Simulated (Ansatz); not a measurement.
C₄H₉AlFN (`CC#[N+][Al-]([CH3])([CH3])[F]`). Charge 0, multiplicity 1. The structure was optimised at the PBE0-D4/def2-TZVP level.

```xyz
16

C     2.151   -1.763    1.858
C     1.210   -1.124    0.973
N     0.464   -0.621    0.269
Al   -0.878    0.218   -1.034
C    -2.386    0.592    0.164
C     0.196    1.671   -1.799
F    -1.055   -1.137   -2.011
H     1.741   -1.797    2.869
H     2.342   -2.781    1.512
H     3.088   -1.204    1.866
H    -2.115    1.292    0.962
H    -3.221    1.045   -0.381
H    -2.772   -0.316    0.637
H    -0.375    2.236   -2.543
H     0.518    2.390   -1.039
H     1.093    1.299   -2.305
```

Q: What is the dipole moment at r2SCAN/def2-TZVPP? (Estimate.)

A: Ansatz gave: 8.45 D, with components (5.51, -2.34, 5.96) D in this frame, pointing from negative to positive charge.

Q: And with PBE, B3LYP, ωB97M-V? (Estimate.)

A: The calculation gave: PBE 8.21 D, B3LYP 8.44 D, ωB97M-V 8.52 D.

Q: Give the Mulliken charges with r2SCAN, B3LYP, PBE in def2-TZVPP. (Best estimate.)

A: Computed: 
| atom | r2SCAN | B3LYP | PBE |
| --- | --- | --- | --- |
| C1 | -0.01 | -0.12 | -0.10 |
| C2 | 0.01 | -0.01 | -0.11 |
| N3 | 0.01 | 0.05 | 0.14 |
| Al4 | 0.60 | 0.58 | 0.47 |
| C5 | -0.41 | -0.48 | -0.47 |
| C6 | -0.41 | -0.48 | -0.47 |
| F7 | -0.40 | -0.41 | -0.36 |
| H8 | 0.10 | 0.13 | 0.14 |
| H9 | 0.11 | 0.14 | 0.14 |
| H10 | 0.10 | 0.13 | 0.14 |
| H11 | 0.05 | 0.07 | 0.07 |
| H12 | 0.06 | 0.08 | 0.09 |
| H13 | 0.05 | 0.07 | 0.08 |
| H14 | 0.06 | 0.08 | 0.09 |
| H15 | 0.05 | 0.07 | 0.07 |
| H16 | 0.05 | 0.07 | 0.08 |

B3LYP here is the variant with VWN-RPA as its local correlation; programs differ in this.
